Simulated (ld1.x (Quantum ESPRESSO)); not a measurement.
**Before and after: ultrasoft potential for Os**

ld1.x (Quantum ESPRESSO) 7.5 input, shortened:

```
&input
   title='Os', zed=76., rel=1, dft='PBE', iswitch=3,
   config='[Xe] 4f14 5d6 6s2 6p0'
 /
 &inputp
   pseudotype=3, tm=.true., lloc=-2, rcloc=2.75,
   nlcc=.true., new_core_ps=.true.
 /
6
6S  1  0   2.00   0.00  2.00  2.65  0.0
6S  1  0   0.00   1.05  2.00  2.65  0.0
6P  2  1   0.00   0.00  3.20  3.70  0.0
6P  2  1   0.00   0.40  3.20  3.70  0.0
5D  3  2   6.00   0.00  1.20  1.65  0.0
5D  3  2   0.00   0.50  1.20  1.65  0.0
 &test
   configts(1)='5d6 6s2 6p0'
 /
```

All-electron outer shells of the reference configuration (PBE, scalar-relativistic, ld1.x):

```
shell  level (eV)  outermost node (bohr)  outermost maximum (bohr)
   4f      -51.98                      –                      0.40
   5p      -50.84                   0.55                      1.03
   5d       -6.25                   0.60                      1.36
   6s       -6.15                   1.20                      2.48
   6p       -1.27                   1.44                      3.56
```

Change: wave 6p channel at 0.4 Ry: rcut 3.20, rcutus 3.70 bohr becomes 6p channel at 2.31 Ry: rcut 3.20, rcutus 3.70 bohr.

Cutoffs: the cutoffs (Ry, on a coarse ladder) from which the occupation-weighted sum of valence levels, in a spherical-Bessel basis at the reference potential, stays within 10 and 1 mRy of its value at 400 Ry; they do not see the model core or the augmentation charge, which bear on the density cutoff. Errors are all-electron minus pseudo energies relative to the spin-unpolarised reference configuration.

Question: What does the change do?

Answer: The potential gets neither clearly harder nor softer (40 Ry and 60 Ry → 40 Ry and 60 Ry); a bound ghost appears in p, which as a rule spoils a file; of the 7 tests that both files solve, the error grows in 2 and shrinks in 0 by more than 15 % and 0.3 meV (median size 13.1 → 29.2 meV).

| quantity | base | changed |
| --- | --- | --- |
| cutoff, loose | 40 Ry | 40 Ry |
| cutoff, tight | 60 Ry | 60 Ry |
| bound ghosts | none | p |
| error for 5d6 6s1 6p0, meV [ΔE 9.58 eV] | -10 | -10 |
| error for 5d6 6s0 6p0, meV [ΔE 26.49 eV] | -43 | -43 |
| error for 5d5 6s0 6p0, meV [ΔE 55.34 eV] | -105 | -105 |
| error for 5d6 6s0 6p2, meV [ΔE 10.45 eV] | -13 | -29 |
| error for 5d4 6s0 6p0, meV [ΔE 96.82 eV] | -440 | -439 |
| error for 5d6 6s1 6p1, meV [ΔE 5.06 eV] | -3.8 | -5.7 |
| error for 5d6 6s1.5 6p0, meV [ΔE 3.91 eV] | -3.1 | -3.1 |
| s: phases at 4.01 bohr within 0.05 rad from the reference energy up to (Ry; the scan ends near 5) | to the end of the scan | to the end of the scan |
| p: phases at 4.01 bohr within 0.05 rad from the reference energy up to (Ry; the scan ends near 5) | 1.9 | 1.0 |
| d: phases at 4.01 bohr within 0.05 rad from the reference energy up to (Ry; the scan ends near 5) | 3.6 | 3.6 |
| lowest overlap eigenvalue by channel | s 0.39, p 0.60, d 0.96 | s 0.39, p 0.42, d 0.96 |

 A true bound ghost makes a file unfit for plane-wave use even where its test errors are small: the radial tests pick states by their node count and pass the ghost by.
